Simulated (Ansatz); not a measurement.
Consider the ligand exchange at a B–Br bond: `ClB(Cl)Br` + CH₃SH → `CSB(Cl)Cl` + HBr.

Calculated with Ansatz (gas phase, PBE0-D4/def2-TZVP geometries, no zero-point term in ΔE). CCSD(T)/CBS is the MP2 limit (def2-TZVPP, def2-QZVPP) plus CCSD(T) − MP2 in def2-TZVPP, frozen cores. This one scheme is used for every species. Functionals use def2-TZVPP. For Br outer-core shells are correlated without core-valence functions, which leaves a few kJ/mol of doubt a bond. Scalar relativity is left out up to krypton. Each species was taken in one conformer, which may not be the lowest.

```json
{"level": "BLYP-D4", "ΔE (kJ/mol)": "-18.4"}
{"level": "CAM-B3LYP-D4", "ΔE (kJ/mol)": "-16.6"}
{"level": "r2SCAN", "ΔE (kJ/mol)": "-17.2"}
{"level": "CCSD/CBS(def2)", "ΔE (kJ/mol)": "-12.3"}
```

Task: What does CCSD(T)/CBS give? (Estimate.)

Result: The calculation gave: -14.7 kJ/mol. The listed levels differ from it by -3.7, -1.9, -2.5, 2.4 kJ/mol.

Largest T1 diagnostic among the species: 0.012.

The D4 term adds −5.5 kJ/mol with B3LYP and −3.2 kJ/mol with PBE0; it sums over pairs of atoms, weighted by their polarisabilities, and B3LYP, whose exchange is more repulsive, gets the larger term. Leaving LDA and LC-ωPBE aside and taking each functional with its dispersion term where it has one, the values, not all of them listed here, spread over 6.9 kJ/mol, from revPBE-D4 to B2PLYP. LDA lies −8.1 kJ/mol from PBE without D4. In def2-TZVPP, CCSD(T) changes the Hartree–Fock value by −9.4 kJ/mol (the triples alone add −2.4 kJ/mol) and MP2 by −9.5 kJ/mol.

B3LYP here is the variant with VWN-RPA as its local correlation; programs differ in this.
